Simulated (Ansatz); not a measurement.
`C[SiH](C)CO` + H–F → `C[SiH](F)CO` + CH₄  (ligand exchange at the Si–C bond)

Isolated molecules relaxed with PBE0-D4/def2-TZVP in Ansatz; ΔE leaves out vibrations. CCSD(T)/CBS is the MP2 limit (def2-TZVPP, def2-QZVPP) plus CCSD(T) − MP2 in def2-TZVPP, frozen cores. This one scheme is used for every species. Functionals use def2-TZVPP. B3LYP here is the variant with VWN-RPA as its local correlation; programs differ in this. Each species was taken in one conformer, which may not be the lowest.

`C[SiH](C)CO`:

```xyz
15

C    -1.583   -0.521    0.497
Si   -0.155    0.506   -0.154
C     0.773    1.331    1.249
C     1.021   -0.620   -1.122
O     0.373   -1.380   -2.138
H    -2.277    0.102    1.067
H    -1.231   -1.317    1.158
H    -2.156   -0.977   -0.315
H    -0.695    1.545   -1.078
H     1.611    1.923    0.873
H     1.171    0.589    1.947
H     0.118    2.001    1.810
H     1.772   -0.010   -1.634
H     1.580   -1.273   -0.434
H    -0.323   -1.899   -1.728
```

H–F:

```xyz
2

F    -0.252   -0.084   -0.376
H     0.252    0.084    0.376
```

`C[SiH](F)CO`:

Cartesian coordinates in Å:
```
C 1.652 0.282 0.784
Si 0.370 -0.401 -0.369
F 0.063 -1.935 0.027
C -1.291 0.467 -0.237
O -2.302 -0.217 -0.966
H 2.580 -0.290 0.718
H 1.880 1.321 0.528
H 1.307 0.256 1.821
H 0.847 -0.420 -1.775
H -1.222 1.472 -0.664
H -1.578 0.603 0.818
H -2.306 -1.137 -0.686
```

CH₄:

```xyz
5

C     0.000    0.000    0.000
H    -0.136   -1.027   -0.337
H    -0.386    0.684   -0.755
H     1.061    0.193    0.156
H    -0.538    0.150    0.936
```

CCSD(T)/CBS gives -148.0 kJ/mol.

Problem. Another level gave -151.9 kJ/mol. Which?
A. B3LYP/def2-TZVPP
B. CCSD/def2-TZVPP
C. B3LYP-D4/def2-TZVPP
D. PBE/def2-TZVPP

Solution. B. CCSD/def2-TZVPP -151.9, PBE -147.6, B3LYP -164.4, B3LYP-D4 -156.4 kJ/mol.

Largest T1 diagnostic among the species: 0.011.

The D4 term adds +8.0 kJ/mol with B3LYP and +4.6 kJ/mol with PBE0; it sums over pairs of atoms, weighted by their polarisabilities, and B3LYP, whose exchange is more repulsive, gets the larger term. In def2-TZVPP, CCSD(T) changes the Hartree–Fock value by +27.2 kJ/mol (the triples alone add +3.3 kJ/mol) and MP2 by +28.1 kJ/mol.
